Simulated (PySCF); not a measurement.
ORD: `N#[C][Ge@@H]([NH2])[Si@H](F)[SiH3]`, CH7FGeN2Si2

Molfile (atoms numbered from 1):
```
CH7FGeN2Si2
     RDKit          3D

 14 13  0  0  0  0  0  0  0  0999 V2000
   -1.1482   -3.1756    0.2044 N   0  0  0  0  0  0  0  0  0  0  0  0
   -1.2691   -2.0533    0.0056 C   0  0  0  0  0  0  0  0  0  0  0  0
   -1.4213   -0.1701   -0.3863 Ge  0  0  1  0  0  4  0  0  0  0  0  0
   -1.8839    0.4877    1.2522 N   0  0  0  0  0  0  0  0  0  0  0  0
    0.6481    0.8283   -0.8991 Si  0  0  2  0  0  4  0  0  0  0  0  0
    0.9124    0.4513   -2.4548 F   0  0  0  0  0  0  0  0  0  0  0  0
    2.4483    0.1139    0.3840 Si  0  0  0  0  0  4  0  0  0  0  0  0
   -2.6183   -0.2051   -1.3576 H   0  0  0  0  0  0  0  0  0  0  0  0
   -2.6713    0.0608    1.7200 H   0  0  0  0  0  0  0  0  0  0  0  0
   -1.9789    1.4895    1.3366 H   0  0  0  0  0  0  0  0  0  0  0  0
    0.4239    2.2732   -1.0211 H   0  0  0  0  0  0  0  0  0  0  0  0
    2.0387   -0.0372    1.7819 H   0  0  0  0  0  0  0  0  0  0  0  0
    2.9873   -1.1652   -0.0838 H   0  0  0  0  0  0  0  0  0  0  0  0
    3.5319    1.1012    0.3359 H   0  0  0  0  0  0  0  0  0  0  0  0
  1  2  3  0
  2  3  1  0
  3  4  1  0
  3  5  1  0
  5  6  1  0
  5  7  1  0
  3  8  1  6
  4  9  1  0
  4 10  1  0
  5 11  1  6
  7 12  1  0
  7 13  1  0
  7 14  1  0
M  END
```

Computed with TDDFT BHandHLYP/def2-SVPD circular dichroism and optical rotation, one conformer, gas phase in PySCF. Geometry: GFN2-xTB.

The molecule is flexible and this is one conformer; a measurement averages over conformers. The calculation is non-relativistic, which matters for the atoms heavier than Zn.

Stereocentres: Ge3 S, Si5 R.

Problem. What is the specific rotation at 633, 589.3, 546, 436, 405, 365, 355 nm?

Solution. [α] in deg dm⁻¹ (g/mL)⁻¹:
```
λ (nm)  origin-invariant length gauge  modified velocity gauge  length gauge (centre of mass)  isotropic polarisability (au)
   633                          -37.4                    -46.1                          -36.0                          108.7
 589.3                          -44.6                    -54.8                          -43.0                          109.3
   546                          -54.2                    -66.5                          -52.3                          109.9
   436                         -101.7                   -123.3                          -98.4                          112.8
   405                         -128.2                   -154.8                         -124.3                          114.1
   365                         -183.6                   -219.9                         -178.7                          116.5
   355                         -203.8                   -243.5                         -198.6                          117.3
```

Problem. And for the mirror image at 589.3 nm?

Solution. +44.6 deg dm⁻¹ (g/mL)⁻¹ (origin-invariant length gauge): the same size and the opposite sign.

Problem. What is the molar rotation [Φ] = [α]·M/100 of the geometry above at 589.3 nm?

Solution. With M = 194.88 g/mol, -86.9 deg cm² dmol⁻¹ (origin-invariant length gauge).

The first excitation lies at 5.66 eV (219 nm) with R = -24.7 × 10⁻⁴⁰ esu² cm² (velocity form).
